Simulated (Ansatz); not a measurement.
One change: `C#[C][Zr]([F])([F])[F]` becomes `[F][Zr]([F])([F])[Br]`.

Ansatz, PBE0-D4/def2-TZVP geometries, multiplicity 1. 

Elements past krypton have def2 core potentials. Scalar relativity is left out up to krypton.

```
                                          property  `C#[C][Zr]([F])([F])[F]`
             HOMO energy (ωB97M-V/def2-TZVPP) / eV                    -10.93
size of the dipole moment (ωB97M-V/def2-TZVPP) / D                      1.33
  size of the dipole moment (B3LYP/def2-TZVPP) / D                      1.50
             LUMO energy (ωB97M-V/def2-TZVPP) / eV                      0.07
                 LUMO energy (PBE/def2-TZVPP) / eV                     -2.86
             HOMO–LUMO gap (B3LYP/def2-TZVPP) / eV                      6.18
```

**Question.** Give the same properties after the change, and the shifts. (Best estimate.)

**Answer.** Computed: 
```tsv
property	`[F][Zr]([F])([F])[Br]`	shift
HOMO energy (ωB97M-V/def2-TZVPP) / eV	-11.44	-0.51
size of the dipole moment (ωB97M-V/def2-TZVPP) / D	0.22	-1.11
size of the dipole moment (B3LYP/def2-TZVPP) / D	0.05	-1.45
LUMO energy (ωB97M-V/def2-TZVPP) / eV	0.30	0.23
LUMO energy (PBE/def2-TZVPP) / eV	-2.65	0.21
HOMO–LUMO gap (B3LYP/def2-TZVPP) / eV	6.91	0.73
```

With PBE0 the HOMO falls by 0.54 eV and the LUMO rises by 0.22 eV, so the gap widens by about 0.76 eV. PBE moves the HOMO by -0.45 eV and ωB97M-V by -0.51 eV. The zero-point energy changes by -45.2 kJ/mol with -6 modes. Dipoles are sizes alone; their direction can turn.

B3LYP here is the variant with VWN-RPA as its local correlation; programs differ in this.

Spin–orbit coupling is left out; it splits and shifts lone-pair levels of the heavy atoms by tenths of an eV.
